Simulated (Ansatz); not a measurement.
The inner images of a band of Cl2GaHO + H2 (7 atoms, charge 0, multiplicity 1) are given out of order.

Theory: Ansatz 0.2.0, RKS PBE-D4/def2-SVP.

Image 0:

```xyz
7
Properties=species:S:1:pos:R:3
Ga -0.009 -0.236 0.152
O 0.010 -0.608 1.903
H -0.897 -0.595 2.265
Cl 1.834 -0.332 -0.929
Cl -1.852 0.154 -0.888
H 0.357 2.391 0.665
H 0.354 2.012 1.338
```

Image 8:

```xyz
7
Properties=species:S:1:pos:R:3
Ga 0.219 0.685 -0.182
O 0.064 0.089 1.871
H -0.836 -0.310 1.799
Cl 1.785 -0.624 -0.916
Cl -1.818 -0.129 -0.472
H 0.413 2.234 -0.082
H -0.030 0.841 2.488
```

Task: Put them in order from the first end to the last, with their energies above the first end.
A.
```xyz
7
Properties=species:S:1:pos:R:3
Ga 0.149 0.592 -0.197
O 0.070 0.043 1.893
H -0.810 -0.302 2.152
Cl 1.824 -0.516 -1.011
Cl -1.836 -0.088 -0.805
H 0.326 2.084 0.272
H 0.075 0.974 2.200
```
B.
```xyz
7
Properties=species:S:1:pos:R:3
Ga 0.180 0.642 -0.196
O 0.063 0.072 1.875
H -0.832 -0.316 1.990
Cl 1.799 -0.581 -0.962
Cl -1.827 -0.120 -0.658
H 0.373 2.172 0.086
H 0.042 0.916 2.369
```
C.
```xyz
7
Properties=species:S:1:pos:R:3
Ga 0.107 0.410 -0.103
O 0.096 0.013 1.918
H -0.770 -0.296 2.262
Cl 1.882 -0.339 -1.056
Cl -1.864 0.042 -0.917
H 0.255 1.896 0.666
H 0.091 1.060 1.736
```
D.
```xyz
7
Properties=species:S:1:pos:R:3
Ga 0.082 0.248 -0.014
O 0.076 -0.042 1.901
H -0.787 -0.326 2.266
Cl 1.874 -0.339 -1.038
Cl -1.863 0.081 -0.928
H 0.271 1.897 0.779
H 0.144 1.266 1.539
```
E.
```xyz
7
Properties=species:S:1:pos:R:3
Ga 0.044 0.033 0.082
O 0.069 -0.224 1.896
H -0.826 -0.357 2.261
Cl 1.854 -0.321 -1.011
Cl -1.853 0.115 -0.935
H 0.299 2.024 0.796
H 0.209 1.515 1.417
```
F.
```xyz
7
Properties=species:S:1:pos:R:3
Ga 0.012 -0.148 0.122
O 0.046 -0.444 1.896
H -0.857 -0.411 2.266
Cl 1.840 -0.315 -0.977
Cl -1.848 0.135 -0.925
H 0.328 2.221 0.755
H 0.276 1.748 1.368
```
G.
```xyz
7
Properties=species:S:1:pos:R:3
Ga 0.130 0.530 -0.176
O 0.088 0.014 1.920
H -0.789 -0.279 2.244
Cl 1.861 -0.426 -1.046
Cl -1.849 -0.031 -0.885
H 0.281 1.976 0.474
H 0.076 1.002 1.974
```

Result: F (+3.8 kJ/mol), E (+28.8 kJ/mol), D (+66.4 kJ/mol), C (+18.2 kJ/mol), G (-23.5 kJ/mol), A (-40.6 kJ/mol), B (-49.6 kJ/mol).

The run took 120 s on 2 threads of Arm Neoverse V1 (shared host), peak memory 0.16 GiB.
